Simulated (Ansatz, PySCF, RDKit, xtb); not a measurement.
Dimer: CH4O (SMILES CO) (first 6 atoms) with H4OSi (SMILES O[SiH3]); geometry from B3LYP-D3(BJ)/def2-TZVP, rigid monomers moved along the line of their centres of mass till O2···H9 is 2.06 Å.
(charge 0, multiplicity 1):
```xyz
12

C     -0.063     0.092     0.184
O     -0.998     0.348     1.236
H     -0.101    -0.951    -0.143
H      0.925     0.296     0.590
H     -0.239     0.751    -0.669
H     -1.890     0.168     0.922
O      0.034    -1.084     3.695
Si     1.129    -0.290     4.624
H     -0.387    -0.593     2.966
H      2.219     0.307     3.806
H      1.711    -1.284     5.552
H      0.516     0.809     5.414
```

Monomers are frozen at their geometry in the pair; levels with a basis set take the counterpoise correction. RDKit's UFF carries no charges.

Rows in 6-31G* carry no dispersion term and start afresh at each structure (6-31G* with six Cartesian d functions).

Codes used: Ansatz (a quantum-chemistry and plane-wave program); PySCF for 6-31G* rows; RDKit for the force fields; xtb for the GFN methods. 

Q: One of these levels gives -6.15 kcal/mol for the interaction energy. Which one is it?
(A) GFN-FF
(B) B3LYP/6-31G*
(C) PBE/def2-TZVPPD
(D) UFF

A: C, PBE/def2-TZVPPD. The others give 7.10 (UFF), -5.64 (GFN-FF), -6.70 (B3LYP/6-31G*)
